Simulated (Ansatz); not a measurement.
`[SiH3][SiH2][GeH2][GeH3]`, relaxed with RKS PBE0-D4/def2-TZVP in the Gaussian-basis code of Ansatz from a GFN2-xTB geometry. The force threshold is 0.005 eV/Å; the program also tests the step.

Total charge 0; spin multiplicity 1.

Start:

```xyz
14

Si   -1.821    0.411    1.623
Si   -1.145    1.196   -0.451
Ge    0.383   -0.304   -1.443
Ge    2.285   -0.970   -0.174
H    -0.675    0.243    2.522
H    -2.764    1.312    2.286
H    -2.475   -0.898    1.514
H    -0.478    2.504   -0.378
H    -2.250    1.388   -1.399
H     0.906    0.128   -2.801
H    -0.298   -1.603   -1.835
H     3.136    0.174    0.305
H     1.935   -1.700    1.093
H     3.261   -1.882   -0.863
```

```
        step   energy (eV)  largest force (eV/Å)  largest move (Å)
           1  -128934.3074                 0.716             0.000
           2  -128934.4819                 0.286             0.154
           3  -128934.5098                 0.088             0.088
           4  -128934.5149                 0.027             0.049
           5  -128934.5171                 0.039             0.055
6 (rejected)  -128934.4536                 0.780             0.128
           7  -128934.5182                 0.006             0.034
           8  -128934.5185                 0.010             0.034
           9  -128934.5185                 0.007             0.005
          10  -128934.5186                 0.001             0.005
```

End:

```xyz
14

Si   -1.728    0.360    1.598
Si   -1.075    1.180   -0.490
Ge    0.370   -0.391   -1.544
Ge    2.230   -0.926   -0.085
H    -0.526    0.179    2.456
H    -2.667    1.291    2.280
H    -2.396   -0.960    1.436
H    -0.338    2.462   -0.312
H    -2.269    1.441   -1.340
H     0.903    0.167   -2.877
H    -0.410   -1.684   -1.852
H     2.969    0.361    0.319
H     1.712   -1.610    1.191
H     3.226   -1.868   -0.781
```

Run time 81 s (4 threads of an Arm Neoverse V2 on a shared host); peak host memory 0.92 GiB.
